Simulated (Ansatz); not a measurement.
C2H4FIn can be A, `[F][In]1[CH2][CH2]1`, or B, `C=[C](F)[InH2]`.

Gas-phase electronic energies from Ansatz, PBE0-D4/def2-TZVP geometries. CCSD(T)/CBS is the MP2 limit (def2-TZVPP, def2-QZVPP) plus CCSD(T) − MP2 in def2-TZVPP, frozen cores. DFT in def2-TZVPP. B3LYP here is the variant with VWN-RPA as its local correlation; programs differ in this. Elements past krypton have def2 core potentials. For In outer-core shells are correlated without core-valence functions, which leaves a few kJ/mol of doubt a bond.

Problem. Which is lower in electronic energy at CCSD(T)/CBS, and by how much? (An estimate is asked.)

Solution. The calculation gave: A, by 5.3 kcal/mol.

Problem. Give E(B) − E(A) in kcal/mol with ωB97M-V, MP2/def2-TZVPP, B3LYP, CCSD(T)/def2-TZVPP, CCSD(T)/def2-SVP, LDA (SPW92), PBE-D4. (Estimate.)

Solution. Ansatz gave: ωB97M-V -1.1, MP2/def2-TZVPP 6.7, B3LYP -1.8, CCSD(T)/def2-TZVPP 1.7, CCSD(T)/def2-SVP -3.2, LDA (SPW92) 0.9, PBE-D4 2.1. The order is the other way round with ωB97M-V, B3LYP, CCSD(T)/def2-SVP.

Problem. Does the order hold for the free energy at 298.15 K (harmonic terms from PBE0-D4)? (An estimate is asked.)

Solution. The calculation gave: Yes: G(B) − G(A) = +1.1 kcal/mol. Modes under 60 cm⁻¹, often nearly free rotors, make the harmonic entropy too high.

Largest T1 diagnostic: 0.015.

From r2SCAN to r2SCAN0 (25 % exact exchange), in def2-TZVPP and without D4, E(B) − E(A) moves by −0.8 kcal/mol. At CCSD(T), def2-SVP lies −8.5 kcal/mol from the extrapolated value and def2-TZVPP −3.6 kcal/mol.
